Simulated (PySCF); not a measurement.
**Working out the excitation energy of O²⁺**

O²⁺ [He] 2s2 2p2 (3P) → O²⁺ [He] 2s1 2p2 3d1 (high-spin determinant). Computed with PySCF 2.14 in aug-cc-pVTZ-DK, with the spin-free X2C one-electron Hamiltonian (Gaussian nucleus). Frozen: 1s2. Energies in hartree (1 hartree = 27.21139 eV):

```
             part  O²⁺ (lower)  O²⁺ (upper)
              UHF   -73.153309   -71.389758
MP2 opposite-spin    -0.062201     0.000000
    MP2 same-spin    -0.013094    -0.020063
```

Question: What does Hartree-Fock give?

Answer: (-71.389758) − (-73.153309) = 1.763551 hartree = 47.989 eV.

Question: What do MP2 and SCS-MP2 (6/5 opposite-spin, 1/3 same-spin) give?

Answer: The opposite-spin parts differ by 1.693 eV and the same-spin parts by -0.190 eV. MP2: 47.989 + (1.693) + (-0.190) = 49.492 eV. SCS-MP2: 47.989 + 1.2 × (1.693) + (-0.190)/3 = 49.957 eV.

One determinant mixes LS terms, so it does not stand for a single term.
